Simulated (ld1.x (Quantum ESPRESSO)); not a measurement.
Cs, TM semilocal: configuration errors across variants

ld1.x (Quantum ESPRESSO) 7.5 input, shortened:

```
&input
   title='Cs', zed=55., rel=1, dft='PBESOL', iswitch=3,
   config='[Xe] 5d0 6s0 6p0'
 /
 &inputp
   pseudotype=1, tm=.true., lloc=1,
   nlcc=.true., new_core_ps=.true., rcore=1.15
 /
3
6S  1  0   0.00   0.00  3.45  3.45  0.0
5D  3  2   0.00   0.00  3.45  3.45  0.0
5P  2  1   6.00   0.00  2.45  2.45  0.0
 &test
   configts(1)='5p6 5d0 6s0 6p0'
 /
```

All-electron excitation energies from the reference (eV): (1) 5p6 5d0 6s1 6p0 -3.792; (2) 5p6 5d0 6s0.5 6p0 -2.335; (3) 5p6 5d0.5 6s0.5 6p0 -2.948; (4) 5p5 5d0 6s1 6p0 14.101; (5) 5p6 5d1 6s0 6p0 -2.130.

A semilocal file is local in each channel, so a ghost entry of none says nothing of the separable form that plane-wave codes build from it.

Tests that are not counted but printed errors over 1 eV. “base”: 5p6 5d0 6s0 6p1 (solver errors, printed error -1.2 eV). “wave 6s (bound): rc 3.45 bohr becomes 6s (bound): rc 4.90 bohr”: 5p6 5d0 6s0 6p1 (solver errors, printed error -1.2 eV). “core correction Bessel-smoothed model core inside 1.78 bohr”: 5p6 5d0 6s0 6p1 (solver errors, printed error -1.2 eV). “wave 5p (bound): rc 2.45 bohr becomes 5p (bound): rc 1.98 bohr”: 5p6 5d0 6s0 6p1 (solver errors, printed error -1.2 eV). “all radii but the core radius scaled by about 1.04 (s 3.58, p 2.54, d 3.58 bohr)”: 5p6 5d0 6s0 6p1 (solver errors, printed error -1.2 eV).

1 further variants failed, have other tests or too few solved ones, and are left out.

Errors AE − PS in meV (a dash: test not solved or not reliable):

| change | (1) | (2) | (3) | (4) | (5) | bound ghosts |
| --- | --- | --- | --- | --- | --- | --- |
| base | +4.4 | +0.7 | +1.9 | -83 | -1.5 | none |
| wave 6s (bound): rc 3.45 bohr becomes 6s (bound): rc 4.90 bohr | +2.2 | -0.2 | +0.9 | -116 | -1.5 | none |
| core correction Bessel-smoothed model core inside 1.78 bohr | +4.4 | +0.7 | +1.9 | -84 | -1.4 | none |
| wave 5p (bound): rc 2.45 bohr becomes 5p (bound): rc 1.98 bohr | +4.4 | +0.7 | +1.9 | -83 | -1.4 | none |
| all radii but the core radius scaled by about 1.04 (s 3.58, p 2.54, d 3.58 bohr) | +3.7 | +0.6 | +1.6 | -100 | -1.5 | none |

(1) Give the same row for: wave 5d (bound): rc 3.45 bohr becomes 5d (bound): rc 4.02 bohr.

## Answers

(1) +4.4, +0.7, +1.8, -83, -1.5; bound ghosts: none. Not counted: 5p6 5d0 6s0 6p1 (solver errors, printed error -1.2 eV).
